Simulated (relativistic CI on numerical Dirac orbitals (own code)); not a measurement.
# Fe3+: L2,3 absorption edge

Computed with this model: Dirac-Coulomb-Breit CI, orbitals from a KLI potential per configuration, QED by a radiative potential, valence Slater integrals scaled by 0.9, multiplet model of core-to-valence dipole absorption; configurations [Ar] 3d5 → [He] 2s2 2p5 3s2 3p6 3d6; 300 K; Lorentzian 0.4 eV and Gaussian 0.3 eV FWHM. Energies are those of the free ion, without screening or charge transfer. The branching ratio is the share of the lower-energy edge in the whole absorption, uncertain by about 0.02 where the edges overlap. S is read from ⟨S²⟩ = S(S + 1).

Field parameters in Wybourne normalisation: D3d B²₀ = −7Dσ, B⁴₀ = −14Dq − 21Dτ, B⁴₃ = −14√(10/7) Dq. The field is a parameter set, without covalency.

free ion: ground-state S = 2.50, centroid 716.50 eV, branching ratio 0.778. Peaks (eV, height): 712.7 (100), 714.1 (39), 717.5 (15), 725.0 (16), 725.3 (15), 727.4 (28).

D3d, 10Dq = 11400, Dσ = -1200, Dτ = 50 cm⁻¹: ground-state S = 2.50, centroid 716.50 eV, branching ratio 0.780. Peaks (eV, height): 711.1 (24), 712.9 (100), 714.7 (30), 717.3 (11), 718.2 (7), 724.5 (13), 726.1 (11), 726.7 (15), 727.5 (15), 728.0 (16).

The statistical ratio of this edge is 2/3 = 0.667. Values above it arise where the holes sit mainly in the j = l + 1/2 valence subshell or the ground state has high spin; values below it where core-valence Coulomb terms move weight to the upper edge, as in nearly empty shells.

Strongest unbroadened transitions for free ion:

| Energy (eV) | Relative strength |
| --- | --- |
| 711.69 | 20.1 |
| 712.01 | 15.4 |
| 712.28 | 15.3 |
| 712.55 | 83.4 |
| 712.76 | 100.0 |
| 712.77 | 37.1 |
| 713.07 | 22.3 |
| 714.09 | 59.7 |
| 714.37 | 23.4 |
| 714.72 | 18.0 |
| 717.40 | 5.8 |
| 717.51 | 23.3 |
| 718.42 | 6.6 |
| 724.92 | 17.2 |
| 724.95 | 6.3 |
| 725.40 | 23.6 |
| 727.17 | 17.3 |
| 727.45 | 48.7 |
